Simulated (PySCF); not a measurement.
C2H6FNSi2, SMILES N[Si@@H]1C=C[Si@@H]1F. Coordinates come from a PBE-D3(BJ)/def2-SVP optimisation. The structure was generated by enumeration; whether it is a known compound was not checked. The values are those of a single conformer.

Computed equilibrium geometry at PBE-D3(BJ)/def2-SVP (PySCF confirms it by a frequency run) as a Z-matrix (one conformer of several):
```
Si
N 1 1.7421
H 2 1.0223 1 118.79
H 2 1.0231 3 110.66 1 143.74
H 1 1.5076 2 104.98 3 -27.51
C 1 1.9054 5 115.39 2 128.11
C 6 1.3687 1 106.26 5 117.55
H 7 1.1065 6 123.17 1 -178.33
H 6 1.1079 7 122.98 8 0.21
Si 7 1.8904 8 132.54 6 -176.55
F 10 1.6552 7 113.95 8 -68.35
H 10 1.5095 11 104.50 7 -127.19
```
